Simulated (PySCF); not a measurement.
# TDDFT excited states: C4H6Cl2Si

Species: Si(vinyl)2Cl2, C4H6Cl2Si.
Geometry (PBE0-D3(BJ)/def2-SVP, Å), atoms numbered from 1 in this order:
```
atom  x, y, z in Å
Si1   -0.4879   -0.3483   -0.4742
C2    -0.7137   -0.6380    1.3413
C3    -1.4115    0.1665    2.1495
H4    -0.2545   -1.5439    1.7596
H5    -1.8938    1.0753    1.7741
H6    -1.5327   -0.0504    3.2161
C7     1.2804   -0.2746   -1.0207
C8     1.8366    0.7760   -1.6324
H9     1.8961   -1.1634   -0.8262
H10    1.2598    1.6804   -1.8538
H11    2.8884    0.7752   -1.9391
Cl12  -1.4423    1.4124   -1.0014
Cl13  -1.3943   -1.9194   -1.4707
```

Level of theory: TDDFT PBE0/def2-SVPD, vertical, gas phase, core orbitals frozen in the response (PySCF).

```csv
state,E (eV),ν̃ (cm⁻¹),f,"main configurations (H = HOMO, L = LUMO)"
S1,6.00,48410,0.019,H-2→L (90%)
S2,6.21,50070,0.239,H→L (89%)
S3,6.34,51120,0.030,"H-1→L (83%), H→L+1 (9%)"
S4,6.74,54360,0.013,H-3→L (87%)
S5,6.94,55990,0.0073,"H-5→L (43%), H-2→L+1 (32%), H→L+1 (9%)"
S6,6.96,56150,0.0001,H-4→L (98%)
S7,7.19,57990,0.0015,"H-2→L+1 (48%), H-5→L (46%)"
S8,7.22,58240,0.0022,H→L+2 (91%)
S9,7.40,59650,0.228,"H-1→L+1 (69%), H-1→L+2 (8%)"
S10,7.43,59920,0.151,"H→L+1 (39%), H-1→L+2 (31%), H-1→L+1 (10%)"
```

Triplets, Tamm–Dancoff:

```json
{"state": "T1", "E (eV)": "4.05", "λ (nm)": "306.3", "main configurations (H = HOMO, L = LUMO)": "H→L (70%), H-1→L+1 (22%)"}
{"state": "T2", "E (eV)": "4.18", "λ (nm)": "296.6", "main configurations (H = HOMO, L = LUMO)": "H-1→L (53%), H→L+1 (38%)"}
{"state": "T3", "E (eV)": "5.62", "λ (nm)": "220.8", "main configurations (H = HOMO, L = LUMO)": "H-2→L (88%)"}
{"state": "T4", "E (eV)": "6.07", "λ (nm)": "204.1", "main configurations (H = HOMO, L = LUMO)": "H-2→L+1 (30%), H-5→L (20%), H-1→L (20%)"}
```

The lowest singlet lies at 6.00 eV (207 nm, ultraviolet) and is weak; its leading configuration is HOMO-2→LUMO (90%). The most intense listed level is S2 at 6.21 eV (200 nm, f = 0.239), 0.21 eV above S1. Löwdin shares by element: HOMO carbon 82% (atoms not listed hold the other 18%); LUMO carbon 69% (atoms not listed hold the other 31%). Orbital energies (eV): HOMO-3 -9.19, HOMO-2 -8.76, HOMO-1 -8.55, HOMO -8.24, LUMO -1.37, LUMO+1 -0.35, LUMO+2 0.18. The listed states span 1.43 eV, and the widest gap between neighbours is 0.40 eV (S3 to S4). Of the 10 states listed, 6 reach f = 0.01 and 1 stays under 0.0005. Only the lowest 10 singlets were computed, as vertical energies without vibronic structure.

One conformer stands for the species.
